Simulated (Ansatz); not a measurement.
# Isomers

Structures of BSnH5O, closed shell, relaxed at PBE0-D4/def2-TZVP (vibrations not checked; lower isomers may exist, and structures with a doubtful reference or unclear bonds are left out). Computed with Ansatz 0.2.0 (basis: def2-TZVPP); correlated methods freeze the cores. Filled d shells of the heavier atoms are correlated. Core potentials replace the inner electrons of the atoms past krypton. The def2 sets are not built for correlating such inner shells, so the correlated values are less sure here. B3LYP uses VWN-RPA correlation.

Task: Rank them by CCSD(T) energy, lowest first, and give each one's height above the lowest. Links in brackets join atoms within 1.22 times the sum of their covalent radii (1.1 for two metals). (An estimate is asked for; the value comes from the calculation.)
A.
BSnH₅O ([OH][BH]12[H][SnH]1[H]2)
```
8
angstrom
O -1.5373 -0.1629 -1.2338
B -0.2575 0.2082 -0.8519
Sn 0.6398 -0.1892 1.4608
H -2.0628 -0.5848 -0.5518
H 0.4275 0.7384 -1.6786
H -0.2444 1.0245 0.2332
H 0.4707 -0.8283 -0.3626
H 2.1313 0.5660 0.9029
```
B.
BSnH₅O ([BH2][SnH2][OH])
```
8
angstrom
B -1.1134 0.6221 -1.1326
Sn 0.5455 0.1638 0.2955
O 0.1439 -1.6373 1.0095
H -1.1348 1.6587 -1.7238
H -1.9865 -0.1697 -1.3114
H 0.6456 1.2256 1.6408
H 2.1041 0.0833 -0.4198
H 0.7955 -1.9465 1.6418
```
C.
BSnH₅O ([OH][BH][SnH3])
```
8
angstrom
O -1.7131 0.3587 -1.1422
B -0.3682 0.3201 -1.1061
Sn 0.7816 -0.2344 0.7719
H -2.1482 0.1343 -0.3150
H 0.1881 0.5975 -2.1306
H -0.3076 -0.5756 2.0569
H 1.7567 -1.6219 0.5586
H 1.8107 1.0212 1.3065
```
D.
BSnH₅O ([BH2][O][SnH3])
```
8
angstrom
B -0.5552 0.7515 -1.3723
O -0.8923 0.1096 -0.2491
Sn 0.3672 -0.6105 1.1099
H -1.4370 1.1292 -2.0996
H 0.6047 0.9515 -1.6575
H -0.0700 0.1758 2.5525
H 1.9355 -0.2272 0.5712
H 0.0471 -2.2799 1.1450
```

Result: By the calculation: D (0.00 kcal/mol), C (7.83 kcal/mol), A (9.15 kcal/mol), B (39.03 kcal/mol). Heights count from the lowest.

Task: Do PBE-D4, r2SCAN-D4, PBE0-D4, B3LYP-D4, wB97M-V, HF, MP2 give the same order? (Judge from chemistry; the calculation decides.)

Result: The calculation gives: Lowest first: PBE-D4 A < D < C < B; r2SCAN-D4 D < A < C < B; PBE0-D4 D < A < C < B; B3LYP-D4 D < A < C < B; MP2 D < A < C < B. The others agree with CCSD(T).

The T1 diagnostic stays at or below 0.016.

For scale, one of the runs: CCSD(T)/def2-TZVPP, 182 basis functions, launched by `ansatz run in.yaml --threads 2 --pin off --events-out ev --progress --plain --max-ram 4352MiB`. The run took 84 s on 2 CPU threads of an Arm Neoverse V1 (shared host), with 2 GiB of host memory at its peak.
